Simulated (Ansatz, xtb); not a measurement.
## C6H6ClNO: which of two isomers lies lower

Structure a is `COc1cccc(Cl)n1`, a singlet and structure b is `COc1cc(Cl)ccn1`, a singlet. Both are isolated molecules in the gas phase, relaxed with PBE-D3(BJ)/def2-SVP; the shapes shown needn't be the lowest conformers.

a (Å):

```xyz
15

C    -1.1586   -0.5687    0.8762
C     0.8801    0.0843   -0.1356
C     1.9730    0.9782   -0.2301
C     2.9442    0.7043   -1.1939
C     2.8177   -0.4233   -2.0264
C     1.6858   -1.2265   -1.8276
Cl    1.4694   -2.6478   -2.8334
N     0.7455   -0.9909   -0.9187
O    -0.0617    0.3423    0.7928
H    -1.8069   -0.1843    1.6845
H    -0.8116   -1.5951    1.1143
H    -1.7185   -0.6126   -0.0804
H     2.0298    1.8455    0.4410
H     3.8128    1.3710   -1.3051
H     3.5592   -0.6730   -2.7957
```

b (Å):

```xyz
15

C    -1.1523    0.3220    0.8796
C     0.6894   -0.5176   -0.3474
C     1.3901   -1.6258   -0.8839
C     2.5595   -1.3513   -1.5915
C     3.0010   -0.0215   -1.7502
C     2.2171    0.9809   -1.1709
Cl    3.4805   -2.6561   -2.2831
N     1.0848    0.7506   -0.4827
O    -0.4411   -0.7903    0.3360
H    -0.5252    0.8890    1.5977
H    -1.4732    1.0235    0.0825
H    -2.0324   -0.1074    1.3921
H     1.0171   -2.6480   -0.7409
H     3.9198    0.2091   -2.3048
H     2.5218    2.0380   -1.2682
```

Energies in hartree; the thermal terms are from GFN2-xTB frequencies at re-optimised GFN2-xTB minima (ideal gas, soft modes damped towards free rotors, one conformer each, 298.15 K, 1 atm) and include the zero-point energy:

```
                              a           b
E, CCSD(T)/def2-SVP  −820.450154  −820.448023
    E, MP2/def2-SVP  −820.347173  −820.344585
  E, MP2/def2-TZVPP  −821.222227  −821.219821
  zero-point energy     0.107620     0.107587
       H(298 K) − E     0.116887     0.116874
       G(298 K) − E     0.074017     0.073966
```

Q: Correct the CCSD(T) difference for the basis set by the MP2 change, then work out ΔE, ΔE₀, ΔH and ΔG for a → b in kcal/mol (1 Eh = 627.51 kcal/mol) and the equilibrium ratio [b]/[a].

A: 1. Differences b − a: CCSD(T) +0.002131, MP2 in the small set +0.002588, MP2 in the large set +0.002406 Eh.
2. ΔE = +0.002131 + (+0.002406 − (+0.002588)) = +0.001949 Eh = +1.22 kcal/mol.
3. ΔE₀ = ΔE + ΔZPE = +0.001949 + (−0.000033) Eh = +1.20 kcal/mol.
4. ΔH = ΔE + (−0.000013) Eh = +1.21 kcal/mol.
5. ΔG = ΔE + (−0.000051) Eh = +1.19 kcal/mol, so ΔS = (ΔH − ΔG)/T = +0.3 J/(mol K).
6. kT = 0.9442 mEh, so K = [b]/[a] = exp(−ΔG/kT) = exp(−2.01) ≈ 0.13.

Structure a is favoured at this temperature. An error of 1 kcal/mol in ΔG would change K by a factor of 5.4. Mirror images and further conformers aren't counted.

As drawn, both hold the same kinds of bond in the same numbers.

Other levels gave ΔE = +1.0 (GFN2-xTB); +1.1 (HF/STO-3G, GFN2-xTB geometries); +2.3 (r2SCAN-D4/def2-SVP, GFN2-xTB geometries); +2.3 (PBE-D3(BJ)/def2-SVP); +1.4 (HF/def2-SVP); +1.6 (MP2/def2-SVP); +1.3 (CCSD(T)/def2-SVP) kcal/mol. The correlated steps freeze 13 core orbitals. Programs: Ansatz 0.2.0, xtb 6.7.1.
